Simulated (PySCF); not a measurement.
Isomers of C8H7FS.

All values: PBE0/pcSseg-1 (PySCF) at GFN2-xTB geometries, gas phase, one conformer each.

Problem. Rank by dipole moment, lowest first.
A. `[F:1][C@H:2]1[CH2:3][S:4][c:5]2[cH:6][cH:7][cH:8][cH:9][c:10]21` with F1–C2–C3–S4 143°, C2–C3–S4–C5 -18°, C3–S4–C5–C6 -170°, F1–C2–C10–C9 46°
B. `[CH2:1]=[CH:2][c:3]1[cH:4][cH:5][c:6]([SH:7])[c:8]([F:9])[cH:10]1` with C1–C2–C3–C4 -178°, C5–C6–S7–H 180°
C. `[CH2:1]=[CH:2]/[CH:3]=[CH:4]\[c:5]1[cH:6][c:7]([F:8])[cH:9][s:10]1` with C1–C2–C3–C4 180°, C3–C4–C5–C6 180°
D. `[CH2:1]=[CH:2][c:3]1[c:4]([F:5])[cH:6][cH:7][cH:8][c:9]1[SH:10]` with C1–C2–C3–C4 -3°, C8–C9–S10–H 0°

Solution. A (0.87 D), B (1.18 D), C (1.42 D), D (1.94 D).

Problem. Rank by the highest IAO charge on any atom, highest value first.
A. `[F:1][C@H:2]1[CH2:3][S:4][c:5]2[cH:6][cH:7][cH:8][cH:9][c:10]21` with F1–C2–C3–S4 143°, C2–C3–S4–C5 -18°, C3–S4–C5–C6 -170°, F1–C2–C10–C9 46°
B. `[CH2:1]=[CH:2]/[CH:3]=[CH:4]\[c:5]1[cH:6][c:7]([F:8])[cH:9][s:10]1` with C1–C2–C3–C4 180°, C3–C4–C5–C6 180°
C. `[CH2:1]=[CH:2][c:3]1[cH:4][cH:5][c:6]([SH:7])[c:8]([F:9])[cH:10]1` with C1–C2–C3–C4 -178°, C5–C6–S7–H 180°
D. `[CH2:1]=[CH:2][c:3]1[c:4]([F:5])[cH:6][cH:7][cH:8][c:9]1[SH:10]` with C1–C2–C3–C4 -3°, C8–C9–S10–H 0°

Solution. B (+0.340 e), D (+0.300 e), C (+0.274 e), A (+0.176 e).

All values together:

```csv
SMILES,μ (D),HOMO (eV),LUMO (eV),lowest IAO charge (e),highest IAO charge (e),lowest Hirshfeld charge (e),highest Hirshfeld charge (e)
F[C@H]1CSc2ccccc21,0.87,-6.25,-0.67,-0.359 (C),+0.176 (C),-0.114 (F),+0.065 (C)
C=Cc1c(F)cccc1S,1.94,-6.50,-1.29,-0.299 (C),+0.300 (C),-0.094 (C),+0.096 (C)
C=Cc1ccc(S)c(F)c1,1.18,-6.30,-1.38,-0.311 (C),+0.274 (C),-0.097 (C),+0.077 (C)
C=C/C=C\c1cc(F)cs1,1.42,-6.19,-1.88,-0.372 (C),+0.340 (S),-0.107 (C),+0.130 (S)
```

Conformers: `[F:1][C@H:2]1[CH2:3][S:4][c:5]2[cH:6][cH:7][cH:8][cH:9][c:10]21` with F1–C2–C3–S4 143°, C2–C3–S4–C5 -18°, C3–S4–C5–C6 -170°, F1–C2–C10–C9 46°; `[CH2:1]=[CH:2][c:3]1[c:4]([F:5])[cH:6][cH:7][cH:8][c:9]1[SH:10]` with C1–C2–C3–C4 -3°, C8–C9–S10–H 0°; `[CH2:1]=[CH:2][c:3]1[cH:4][cH:5][c:6]([SH:7])[c:8]([F:9])[cH:10]1` with C1–C2–C3–C4 -178°, C5–C6–S7–H 180°; `[CH2:1]=[CH:2]/[CH:3]=[CH:4]\[c:5]1[cH:6][c:7]([F:8])[cH:9][s:10]1` with C1–C2–C3–C4 180°, C3–C4–C5–C6 180°.
